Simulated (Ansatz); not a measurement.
# Nudged elastic band run: BF₂H₃O

Input:

```yaml
crystal:
  periodic: [false, false, false]
  atoms:
    - { symbol: B, position_ang: [-0.469027, -0.340797, -0.505682] }
    - { symbol: H, position_ang: [-0.019234, -0.604132, -1.582869] }
    - { symbol: F, position_ang: [-0.720312, -1.408323, 0.386133] }
    - { symbol: F, position_ang: [-1.394791, 0.723375, -0.41927] }
    - { symbol: H, position_ang: [0.661523, 1.344455, 0.57554] }
    - { symbol: O, position_ang: [0.878754, 0.405086, 0.365282] }
    - { symbol: H, position_ang: [1.063086, -0.119565, 1.180965] }
magnetization:
  spin_polarized: true
basis:
  gaussian: { orbitals: "6-31G" }
hamiltonian:
  xc: pbe
  dispersion: d4
neb:
  order_check: false
  images: 7
  f_tol: 0.03
  max_iterations: 60
  final_atoms:
    - { symbol: B, position_ang: [-0.84100595, -0.48229444, 0.57751512] }
    - { symbol: H, position_ang: [1.4051631, 0.80041046, -2.04217077] }
    - { symbol: F, position_ang: [-1.19834193, -1.78267241, 0.37693957] }
    - { symbol: F, position_ang: [-1.78440988, 0.49398698, 0.34116781] }
    - { symbol: H, position_ang: [1.32477316, 0.40976142, -1.40511909] }
    - { symbol: O, position_ang: [0.42573571, -0.18985575, 1.00660879] }
    - { symbol: H, position_ang: [0.66808479, 0.75076275, 1.14515756] }
  initial_path:
    images:
      - { positions_ang: [[-0.469027, -0.340797, -0.505682], [-0.019234, -0.604132, -1.582869], [-0.720312, -1.408323, 0.386133], [-1.394791, 0.723375, -0.41927], [0.661523, 1.344455, 0.57554], [0.878754, 0.405086, 0.365282], [1.063086, -0.119565, 1.180965]] }
      - { positions_ang: [[-0.49051464, -0.33241193, -0.41703608], [0.07025498, -0.43800514, -1.51639099], [-0.75239154, -1.4516339, 0.2722586], [-1.41669834, 0.69531123, -0.3049722], [0.72341586, 1.07253795, 0.29779873], [0.88262101, 0.32833675, 0.45793914], [0.98331166, 0.12596405, 1.21050181]] }
      - { positions_ang: [[-0.51200227, -0.32402686, -0.32839017], [0.15974397, -0.27187828, -1.44991298], [-0.78447108, -1.49494481, 0.1583842], [-1.43860568, 0.66724745, -0.19067441], [0.78530873, 0.80062091, 0.02005747], [0.88648802, 0.2515875, 0.55059627], [0.90353731, 0.3714931, 1.24003862]] }
      - { positions_ang: [[-0.53348991, -0.3156418, -0.23974425], [0.24923295, -0.10575143, -1.38343497], [-0.81655062, -1.53825571, 0.0445098], [-1.46051302, 0.63918368, -0.07637661], [0.84720159, 0.52870386, -0.2576838], [0.89035503, 0.17483825, 0.64325341], [0.82376297, 0.61702215, 1.26957543]] }
      - { positions_ang: [[-0.55497754, -0.30725673, -0.15109833], [0.33872193, 0.06037543, -1.31695697], [-0.84863016, -1.58156662, -0.0693646], [-1.48242036, 0.6111199, 0.03792118], [0.90909446, 0.25678681, -0.53542506], [0.89422205, 0.098089, 0.73591054], [0.74398863, 0.8625512, 1.29911224]] }
      - { positions_ang: [[-0.62648464, -0.35101616, 0.03105503], [0.60533222, 0.24538419, -1.49826042], [-0.93605811, -1.63184307, 0.04221144], [-1.55791774, 0.58183667, 0.11373284], [1.01301413, 0.29503047, -0.75284857], [0.77710046, 0.02610281, 0.8035851], [0.72501267, 0.83460409, 1.26062357]] }
      - { positions_ang: [[-0.69799175, -0.39477559, 0.2132084], [0.87194252, 0.43039295, -1.67956387], [-1.02348605, -1.68211952, 0.15378748], [-1.63341512, 0.55255344, 0.1895445], [1.11693381, 0.33327412, -0.97027207], [0.65997888, -0.04588338, 0.87125966], [0.70603671, 0.80665697, 1.2221349]] }
      - { positions_ang: [[-0.76949885, -0.43853501, 0.39536176], [1.13855281, 0.61540171, -1.86086732], [-1.11091399, -1.73239596, 0.26536353], [-1.7089125, 0.52327021, 0.26535615], [1.22085348, 0.37151777, -1.18769558], [0.5428573, -0.11786956, 0.93893423], [0.68706075, 0.77870986, 1.18364623]] }
      - { positions_ang: [[-0.84100595, -0.48229444, 0.57751512], [1.4051631, 0.80041046, -2.04217077], [-1.19834193, -1.78267241, 0.37693957], [-1.78440988, 0.49398698, 0.34116781], [1.32477316, 0.40976142, -1.40511909], [0.42573571, -0.18985575, 1.00660879], [0.66808479, 0.75076275, 1.14515756]] }
```

Launched with:

```bash
$ ansatz run input.yaml --threads 1 --pin off --max-ram 2048MiB --backend cpu --events-out ev --progress --plain --runs-dir out
```

Output, in part (warnings, iteration lines, the closing report on the highest movable image, with atoms numbered from 0):

```
NEB end point (image 0): max|allowed force component| = 2.021e-2 eV/Å (the criterion of neb.relax_end_points is 1.000e-2)
NEB end point (image 8): max|allowed force component| = 1.843e-2 eV/Å (the criterion of neb.relax_end_points is 1.000e-2)
NEB iter   1: max|band force component| = 3.812e1 eV/Å  barrier→ = 6.5195 eV  barrier← = 7.0506 eV  Δτ_max = 0.1984 Å  (222 SCF iters)
NEB iter   2: max|band force component| = 3.901e0 eV/Å  barrier→ = 1.4232 eV  barrier← = 1.9543 eV  Δτ_max = 0.1927 Å  (207 SCF iters)
NEB iter   3: max|band force component| = 1.126e1 eV/Å  barrier→ = 1.3031 eV  barrier← = 1.8342 eV  Δτ_max = 0.1002 Å  (194 SCF iters)
NEB iter   4: max|band force component| = 2.601e0 eV/Å  barrier→ = 1.3044 eV  barrier← = 1.8355 eV  Δτ_max = 0.1731 Å  (191 SCF iters)
NEB iter   5: max|band force component| = 7.623e-1 eV/Å  barrier→ = 1.2398 eV  barrier← = 1.7709 eV  Δτ_max = 0.1112 Å  (184 SCF iters)
NEB iter   6: max|band force component| = 8.167e-1 eV/Å  barrier→ = 1.2159 eV  barrier← = 1.7470 eV  CI = image 4  Δτ_max = 0.0926 Å  (180 SCF iters)
NEB iter   7: max|band force component| = 2.978e-1 eV/Å  barrier→ = 1.2918 eV  barrier← = 1.8229 eV  CI = image 4  Δτ_max = 0.0296 Å  (178 SCF iters)
NEB iter   8: max|band force component| = 2.593e-1 eV/Å  barrier→ = 1.2881 eV  barrier← = 1.8192 eV  CI = image 4  Δτ_max = 0.0192 Å  (171 SCF iters)
NEB iter   9: max|band force component| = 6.956e-2 eV/Å  barrier→ = 1.2855 eV  barrier← = 1.8166 eV  CI = image 4  Δτ_max = 0.0190 Å  (164 SCF iters)
NEB iter  10: max|band force component| = 6.429e-2 eV/Å  barrier→ = 1.2846 eV  barrier← = 1.8157 eV  CI = image 4  Δτ_max = 0.0086 Å  (161 SCF iters)
NEB iter  11: max|band force component| = 3.627e-2 eV/Å  barrier→ = 1.2843 eV  barrier← = 1.8154 eV  CI = image 4  Δτ_max = 0.0072 Å  (146 SCF iters)
NEB iter  12: max|band force component| = 1.000e-1 eV/Å  barrier→ = 1.2842 eV  barrier← = 1.8153 eV  CI = image 4  Δτ_max = 0.0036 Å  (144 SCF iters)
NEB iter  13: max|band force component| = 1.188e-2 eV/Å  barrier→ = 1.2842 eV  barrier← = 1.8153 eV  CI = image 4  Δτ_max = 0.0000 Å  (311 SCF iters)
Total energy: -8197.18926540 eV, -301.2411492490 hartree
Atom 0 at    -0.447631    -0.267978    -0.133828 Å, force    -0.001212     0.005294    -0.002277 eV/Å
Atom 1 at     0.241701    -0.013764    -1.309063 Å, force     0.001226     0.000380    -0.002397 eV/Å
Atom 2 at    -0.796486    -1.602532    -0.087219 Å, force     0.000895    -0.000802     0.001752 eV/Å
Atom 3 at    -1.464154     0.675673     0.016092 Å, force     0.000538    -0.002642     0.001718 eV/Å
Atom 4 at     0.904598     0.276197    -0.555655 Å, force     0.000795    -0.001054    -0.002533 eV/Å
Atom 5 at     0.828171     0.093094     0.715126 Å, force    -0.003714    -0.000817     0.004139 eV/Å
Atom 6 at     0.733800     0.839408     1.354646 Å, force     0.001471    -0.000359    -0.000401 eV/Å
Dipole moment:     0.411731     0.493362     0.079737 e Å
```

It converged. Neighbouring images differ by up to 1.3 eV, so the band resolves the path poorly. A vibrational analysis at the climbing image gives one clearly imaginary mode, 1312i cm⁻¹: a first-order saddle point. The orbitals stay closed-shell, which can raise the energy where a bond breaks towards radicals; this wasn't checked here. Limits of this set-up: no polarisation functions.

Final band (atoms are numbered from 1 in the order of the input):

| image | path coordinate (Å) | energy (eV) | B1–H2 (Å) | H5–O6 (Å) | H2–H5 (Å) |
| --- | --- | --- | --- | --- | --- |
| 0 | 0.00 | 0.00 | 1.20 | 0.99 | 2.99 |
| 1 | 0.70 | 0.02 | 1.20 | 0.98 | 2.76 |
| 2 | 1.41 | 0.05 | 1.20 | 0.98 | 2.46 |
| 3 | 2.11 | 0.24 | 1.22 | 0.99 | 1.88 |
| 4 | 2.82 | 1.28 | 1.39 | 1.29 | 1.04 |
| 5 | 3.51 | -0.06 | 2.00 | 1.96 | 0.76 |
| 6 | 4.21 | -0.49 | 2.63 | 2.56 | 0.75 |
| 7 | 4.90 | -0.53 | 3.25 | 2.72 | 0.75 |
| 8 | 5.60 | -0.53 | 3.68 | 2.64 | 0.75 |

Run time: 6.5 min on 1 thread of Intel(R) Xeon(R) Processor @ 2.50GHz (Skylake/Cascade Lake), on a shared host, peak memory 0.11 GiB.
